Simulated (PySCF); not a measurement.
Zn(SeH)(SiH3) (H₄SeSiZn), SMILES [SiH3][Zn][SeH]. Atoms are numbered in the order given.

```xyz
7

Zn    -0.1680    -0.2994     0.3359
Se     0.5753     1.1609    -1.3148
H      1.9538     1.0533    -0.7906
Si    -0.9384    -1.7948     2.0155
H     -1.8523    -2.8317     1.4443
H     -1.6877    -1.0753     3.0912
H      0.2046    -2.5096     2.6635
```
Charge 0, spin multiplicity 1.

The structure is a stationary point at B3LYP-D3(BJ)/def2-SVP. One conformer was computed; it need not be the lowest.

These are PySCF with PBE0/pcSseg-1 values and carry that method's errors.

GIAO shieldings, no solvent; atoms alike by connectivity are averaged. δ = σ(ref) − σ: ⁷⁷Se against Me2Se (σ = 1740.1 ppm); ¹H against TMS (σ = 31.56 ppm); ²⁹Si against TMS (σ = 352.7 ppm), references at their B3LYP-D3(BJ)/def2-TZVP geometries, non-relativistic.

| nucleus | atoms | count | δ (ppm) |
|---|---|---|---|
| ⁷⁷Se | Se2 | 1 | -453.3 |
| ¹H | H5, H6, H7 | 3 | 3.45 |
| ¹H | H3 | 1 | 0.17 |
| ²⁹Si | Si4 | 1 | -132.7 |
